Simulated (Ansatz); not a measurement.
Ansatz (a program for electronic structure) job for Al(H)2(Et) (C2H7Al), SMILES C[CH2][AlH2], B3LYP-D3(BJ)/def2-SVP. 

Ansatz 0.2 input:
```yaml
crystal:
  periodic: [false, false, false]
  atoms:
    - {symbol: Al, position_ang: [-0.66622956, 0.87975972, 0.56081163]}
    - {symbol: H, position_ang: [-1.12768348, 1.50787402, 1.90079208]}
    - {symbol: H, position_ang: [-1.28385539, 1.53742671, -0.70318316]}
    - {symbol: C, position_ang: [0.59931902, -0.65118919, 0.32086519]}
    - {symbol: C, position_ang: [0.61643713, -0.93048505, -1.19603633]}
    - {symbol: H, position_ang: [0.31304258, -1.57071436, 0.85160560]}
    - {symbol: H, position_ang: [1.62683806, -0.44447992, 0.65507769]}
    - {symbol: H, position_ang: [0.90214758, -0.03195453, -1.74638936]}
    - {symbol: H, position_ang: [-0.37773937, -1.21805895, -1.54220381]}
    - {symbol: H, position_ang: [1.31369747, -1.72692380, -1.45522341]}
basis:
  gaussian:
    orbitals: def2-SVP
hamiltonian:
  xc: b3lyp
  dispersion: d3bj
relax: {f_tol: 0.002, max_steps: 200}
```

Output:

```
WARN ansatz: RAYON_NUM_THREADS=1 ignored (pool sized by the plan → 1); use --threads N
Functional definition: B3LYP
integrals: 0.03 GiB planned
883 factors; integrals over basis functions are off by at most 4.6e-4 eV
mean field: 0.26 GiB planned
mean field evaluation 1: about -8774.0973 eV, gradient 5.3e1 eV
mean field evaluation 2: about -8767.4093 eV, gradient 7.1e1 eV
mean field evaluation 4: about -8781.5933 eV, gradient 2.1e0 eV
mean field evaluation 8: about -8781.6026 eV, gradient 1.3e-2 eV
mean field -8781.60262341 eV, -322.7179440262 hartree, gradient 4.3e-5 eV, S^2 0.000000; 0 other end points of the search recorded, 0 dependent functions left out
the calculation of the forces begins
reference -8781.60286537 eV, -322.7179529182 hartree; 16, 16 occupied and 65, 65 virtual orbitals, 883 factors
relax step   1: F+E_penalty+E_count = -8781.88376872 eV  Δ(F+E_penalty+E_count) = +0.000e0 eV  max|allowed force component| = 6.102e-1 eV/Å  Δτ_max = 0.0000 Å  (22 SCF iters, accepted)
these checks for a lower state are left out or cut short: starts, cluster_reference, orbital_swaps, neighbouring_geometries, increment
integrals: 0.03 GiB planned
883 factors; integrals over basis functions are off by at most 4.3e-4 eV
mean field: 0.26 GiB planned
mean field evaluation 16: about -8781.7073 eV, gradient 7.4e-5 eV
mean field -8781.70730375 eV, -322.7217909579 hartree, gradient 8.4e-5 eV, S^2 0.000000; 0 other end points of the search recorded, 0 dependent functions left out
the calculation of the forces begins
reference -8781.70754665 eV, -322.7217998843 hartree; 16, 16 occupied and 65, 65 virtual orbitals, 883 factors
relax step   2: F+E_penalty+E_count = -8781.98388047 eV  Δ(F+E_penalty+E_count) = -1.001e-1 eV  max|allowed force component| = 3.497e-1 eV/Å  Δτ_max = 0.1636 Å  (22 SCF iters, accepted)
these checks for a lower state are left out or cut short: starts, cluster_reference, orbital_swaps, neighbouring_geometries, increment
integrals: 0.03 GiB planned
883 factors; integrals over basis functions are off by at most 4.3e-4 eV
mean field: 0.26 GiB planned
mean field -8781.73074556 eV, -322.7226524286 hartree, gradient 1.6e-5 eV, S^2 0.000000; 0 other end points of the search recorded, 0 dependent functions left out
the calculation of the forces begins
reference -8781.73098954 eV, -322.7226613946 hartree; 16, 16 occupied and 65, 65 virtual orbitals, 883 factors
relax step   3: F+E_penalty+E_count = -8782.00610796 eV  Δ(F+E_penalty+E_count) = -2.223e-2 eV  max|allowed force component| = 2.239e-1 eV/Å  Δτ_max = 0.1046 Å  (23 SCF iters, accepted)
these checks for a lower state are left out or cut short: starts, cluster_reference, orbital_swaps, neighbouring_geometries, increment
integrals: 0.03 GiB planned
883 factors; integrals over basis functions are off by at most 4.3e-4 eV
mean field: 0.26 GiB planned
mean field -8781.73944761 eV, -322.7229722228 hartree, gradient 1.9e-5 eV, S^2 0.000000; 0 other end points of the search recorded, 0 dependent functions left out
the calculation of the forces begins
reference -8781.73969194 eV, -322.7229812017 hartree; 16, 16 occupied and 65, 65 virtual orbitals, 883 factors
relax step   4: F+E_penalty+E_count = -8782.01331688 eV  Δ(F+E_penalty+E_count) = -7.209e-3 eV  max|allowed force component| = 1.461e-1 eV/Å  Δτ_max = 0.1021 Å  (23 SCF iters, accepted)
these checks for a lower state are left out or cut short: starts, cluster_reference, orbital_swaps, neighbouring_geometries, increment
integrals: 0.03 GiB planned
883 factors; integrals over basis functions are off by at most 4.3e-4 eV
mean field: 0.26 GiB planned
mean field evaluation 32: about -8781.7435 eV, gradient 2.1e-5 eV
mean field -8781.74354485 eV, -322.7231227939 hartree, gradient 2.1e-5 eV, S^2 0.000000; 0 other end points of the search recorded, 0 dependent functions left out
the calculation of the forces begins
reference -8781.74378954 eV, -322.7231317857 hartree; 16, 16 occupied and 65, 65 virtual orbitals, 883 factors
relax step   5: F+E_penalty+E_count = -8782.01694220 eV  Δ(F+E_penalty+E_count) = -3.625e-3 eV  max|allowed force component| = 2.822e-2 eV/Å  Δτ_max = 0.0310 Å  (23 SCF iters, accepted)
these checks for a lower state are left out or cut short: starts, cluster_reference, orbital_swaps, neighbouring_geometries, increment
integrals: 0.03 GiB planned
883 factors; integrals over basis functions are off by at most 4.2e-4 eV
mean field: 0.26 GiB planned
mean field -8781.74362899 eV, -322.7231258859 hartree, gradient 2.5e-5 eV, S^2 0.000000; 0 other end points of the search recorded, 0 dependent functions left out
the calculation of the forces begins
reference -8781.74387362 eV, -322.7231348758 hartree; 16, 16 occupied and 65, 65 virtual orbitals, 883 factors
relax step   6: F+E_penalty+E_count = -8782.01708119 eV  Δ(F+E_penalty+E_count) = -1.390e-4 eV  max|allowed force component| = 7.624e-3 eV/Å  Δτ_max = 0.0102 Å  (20 SCF iters, accepted)
these checks for a lower state are left out or cut short: starts, cluster_reference, orbital_swaps, neighbouring_geometries, increment
integrals: 0.03 GiB planned
883 factors; integrals over basis functions are off by at most 4.2e-4 eV
mean field: 0.26 GiB planned
mean field -8781.74373802 eV, -322.7231298925 hartree, gradient 5.8e-6 eV, S^2 0.000000; 0 other end points of the search recorded, 0 dependent functions left out
the calculation of the forces begins
reference -8781.74398267 eV, -322.7231388832 hartree; 16, 16 occupied and 65, 65 virtual orbitals, 883 factors
relax step   7: F+E_penalty+E_count = -8782.01711990 eV  Δ(F+E_penalty+E_count) = -3.871e-5 eV  max|allowed force component| = 2.589e-3 eV/Å  Δτ_max = 0.0097 Å  (20 SCF iters, accepted)
these checks for a lower state are left out or cut short: starts, cluster_reference, orbital_swaps, neighbouring_geometries, increment
integrals: 0.03 GiB planned
883 factors; integrals over basis functions are off by at most 4.2e-4 eV
mean field: 0.25 GiB planned
mean field -8781.74381924 eV, -322.7231328772 hartree, gradient 1.4e-5 eV, S^2 0.000000; 0 other end points of the search recorded, 0 dependent functions left out
the calculation of the forces begins
reference -8781.74406390 eV, -322.7231418684 hartree; 16, 16 occupied and 65, 65 virtual orbitals, 883 factors
relax step   8: F+E_penalty+E_count = -8782.01714371 eV  Δ(F+E_penalty+E_count) = -2.381e-5 eV  max|allowed force component| = 5.884e-3 eV/Å  Δτ_max = 0.0154 Å  (21 SCF iters, accepted)
these checks for a lower state are left out or cut short: starts, cluster_reference, orbital_swaps, neighbouring_geometries, increment
integrals: 0.03 GiB planned
883 factors; integrals over basis functions are off by at most 4.2e-4 eV
mean field: 0.25 GiB planned
mean field -8781.74387066 eV, -322.7231347668 hartree, gradient 2.2e-5 eV, S^2 0.000000; 0 other end points of the search recorded, 0 dependent functions left out
the calculation of the forces begins
reference -8781.74411532 eV, -322.7231437582 hartree; 16, 16 occupied and 65, 65 virtual orbitals, 883 factors
relax step   9: F+E_penalty+E_count = -8782.01714192 eV  Δ(F+E_penalty+E_count) = +1.795e-6 eV  max|allowed force component| = 1.224e-2 eV/Å  Δτ_max = 0.0243 Å  (22 SCF iters, rejected (line search))
these checks for a lower state are left out or cut short: starts, cluster_reference, orbital_swaps, neighbouring_geometries, increment
integrals: 0.03 GiB planned
883 factors; integrals over basis functions are off by at most 4.2e-4 eV
mean field: 0.26 GiB planned
mean field -8781.74384719 eV, -322.7231339046 hartree, gradient 9.6e-6 eV, S^2 0.000000; 0 other end points of the search recorded, 0 dependent functions left out
the calculation of the forces begins
reference -8781.74409186 eV, -322.7231428957 hartree; 16, 16 occupied and 65, 65 virtual orbitals, 883 factors
relax step  10: F+E_penalty+E_count = -8782.01716499 eV  Δ(F+E_penalty+E_count) = -2.128e-5 eV  max|allowed force component| = 3.255e-3 eV/Å  Δτ_max = 0.0120 Å  (20 SCF iters, accepted)
these checks for a lower state are left out or cut short: starts, cluster_reference, orbital_swaps, neighbouring_geometries, increment
integrals: 0.03 GiB planned
883 factors; integrals over basis functions are off by at most 4.2e-4 eV
mean field: 0.26 GiB planned
mean field evaluation 64: about -8781.7439 eV, gradient 2.6e-2 eV
mean field -8781.74386505 eV, -322.7231345607 hartree, gradient 2.3e-5 eV, S^2 0.000000; 0 other end points of the search recorded, 0 dependent functions left out
the calculation of the forces begins
reference -8781.74410970 eV, -322.7231435514 hartree; 16, 16 occupied and 65, 65 virtual orbitals, 883 factors
relax step  11: F+E_penalty+E_count = -8782.01718052 eV  Δ(F+E_penalty+E_count) = -1.554e-5 eV  max|allowed force component| = 3.624e-3 eV/Å  Δτ_max = 0.0221 Å  (22 SCF iters, accepted)
these checks for a lower state are left out or cut short: starts, cluster_reference, orbital_swaps, neighbouring_geometries, increment
integrals: 0.03 GiB planned
883 factors; integrals over basis functions are off by at most 4.2e-4 eV
mean field: 0.26 GiB planned
mean field -8781.74385478 eV, -322.7231341834 hartree, gradient 2.8e-5 eV, S^2 0.000000; 0 other end points of the search recorded, 0 dependent functions left out
the calculation of the forces begins
reference -8781.74409942 eV, -322.7231431737 hartree; 16, 16 occupied and 65, 65 virtual orbitals, 883 factors
relax step  12: F+E_penalty+E_count = -8782.01718266 eV  Δ(F+E_penalty+E_count) = -2.133e-6 eV  max|allowed force component| = 2.738e-3 eV/Å  Δτ_max = 0.0027 Å  (17 SCF iters, accepted)
these checks for a lower state are left out or cut short: starts, cluster_reference, orbital_swaps, neighbouring_geometries, increment
integrals: 0.03 GiB planned
883 factors; integrals over basis functions are off by at most 4.2e-4 eV
mean field: 0.26 GiB planned
mean field -8781.74382195 eV, -322.7231329768 hartree, gradient 2.1e-5 eV, S^2 0.000000; 0 other end points of the search recorded, 0 dependent functions left out
the calculation of the forces begins
reference -8781.74406657 eV, -322.7231419664 hartree; 16, 16 occupied and 65, 65 virtual orbitals, 883 factors
relax step  13: F+E_penalty+E_count = -8782.01718393 eV  Δ(F+E_penalty+E_count) = -1.268e-6 eV  max|allowed force component| = 6.300e-4 eV/Å  Δτ_max = 0.0032 Å  (18 SCF iters, accepted)
integrals: 0.03 GiB planned
883 factors; integrals over basis functions are off by at most 4.2e-4 eV
mean field: 0.26 GiB planned
mean field -8781.74382195 eV, -322.7231329768 hartree, gradient 2.1e-5 eV, S^2 0.000000; 1 other end points of the search recorded, 0 dependent functions left out
the calculation of the forces begins
reference -8781.74406657 eV, -322.7231419664 hartree; 16, 16 occupied and 65, 65 virtual orbitals, 883 factors
Total energy: -8782.01742855 eV, -322.7331878339 hartree
Atom 0 at    -0.709831     0.926832     0.588746 Å, force     0.000093    -0.000263    -0.000300 eV/Å
Atom 1 at    -0.924406     1.410704     2.088716 Å, force    -0.000246     0.000251     0.000027 eV/Å
Atom 2 at    -1.488527     1.667877    -0.584660 Å, force    -0.000240     0.000347     0.000209 eV/Å
Atom 3 at     0.509796    -0.572629     0.219180 Å, force     0.000630    -0.000096     0.000330 eV/Å
Atom 4 at     0.685258    -1.002083    -1.245464 Å, force     0.000352    -0.000540    -0.000525 eV/Å
Atom 5 at     0.165950    -1.428400     0.834043 Å, force    -0.000201    -0.000140     0.000181 eV/Å
Atom 6 at     1.490112    -0.309715     0.664687 Å, force     0.000036     0.000013     0.000098 eV/Å
Atom 7 at     1.073152    -0.179023    -1.868537 Å, force    -0.000059     0.000363    -0.000144 eV/Å
Atom 8 at    -0.271266    -1.314403    -1.696714 Å, force    -0.000332     0.000051    -0.000045 eV/Å
Atom 9 at     1.385737    -1.847906    -1.353881 Å, force    -0.000033     0.000013     0.000170 eV/Å
Dipole moment:     0.094391    -0.114556    -0.018856 e Å
```

Self-consistency was reached.
